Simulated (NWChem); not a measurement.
System: SiH3TeI; SMILES [SiH3][Te]I

Input file for NWChem:

```
start job
memory heap 200 mb stack 900 mb global 1100 mb
geometry units angstroms noautosym nocenter noautoz
  Te     0.691579    -1.001258    -0.006358
  I     -0.139435     1.591779     0.007500
  Si    -1.652984    -1.900818    -0.007225
  H     -1.484192    -3.385421    -0.015058
  H     -2.382175    -1.452516    -1.227072
  H     -2.378395    -1.464974     1.219349
end
basis spherical
  * library def2-svpd
end
ecp
  Te library def2-ecp
  I library def2-ecp
end
dft
  xc xcamb88 1.00 lyp 0.81 vwn_5 0.19 hfexch 1.00
  cam 0.33 cam_alpha 0.19 cam_beta 0.46
  iterations 150
end
property
  response 1 0.0
end
task dft property
```

All runs use the structure optimised with PBE0/def2-SVP. Not confirmed as a minimum by frequencies. def2 effective core potentials on Te, I; no spin-orbit coupling.

Static field.

### Question
Give the results of this calculation. (CAM-B3LYP/def2-SVPD with def2 effective core potentials on Te, I.) Quantities: isotropic polarisability (bohr³); anisotropy (bohr³).

### Answer
isotropic polarisability (bohr³): 108.5
anisotropy (bohr³): 46.4
